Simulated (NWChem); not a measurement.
**Spin states of CH$_{3}$OS**

SMILES: C[S]=O
```xyz
6

C      0.3118    -1.3914     0.0000
S     -0.5096     0.2193     0.0000
O      0.6088     1.2468     0.0000
H      0.9381    -1.4816    -0.8994
H     -0.4630    -2.1725     0.0000
H      0.9381    -1.4816     0.8994
```
Charge 0, spin multiplicity 2.

Everything below was run with NWChem. All single points use one geometry, from UPBE0/def2-SVP, a minimum by its harmonic frequencies.

Basis set: def2-SVP. The gap is E(quartet) − E(doublet) at the geometry of the doublet, so a negative value puts the higher spin lower. Open shells are unrestricted. The quartet is the single determinant that the SCF runs reached, with unpaired electrons in orbitals of symmetry a" and a' and a' (Cs labels); it need not be the lowest quartet, which in molecules with degenerate π orbitals can need several determinants.

The correlated methods keep 7 core orbitals frozen. B3LYP has NWChem's definition, with VWN1-RPA local correlation. The structure started from a generated list of species. The unpaired electrons of the parent sit in orbitals of symmetry a" (Cs labels of the run); other states weren't searched. The stability of the SCF solutions was not checked. Open-shell Hartree-Fock references start from PBE0 orbitals.

Q: Order these methods by the vertical doublet-quartet gap they give, lowest first: HF, PBE, B2PLYP, MP2, B3LYP.

A: HF (129.6 kcal/mol), PBE (136.4 kcal/mol), B3LYP (140.1 kcal/mol), B2PLYP (143.4 kcal/mol), MP2 (149.4 kcal/mol)
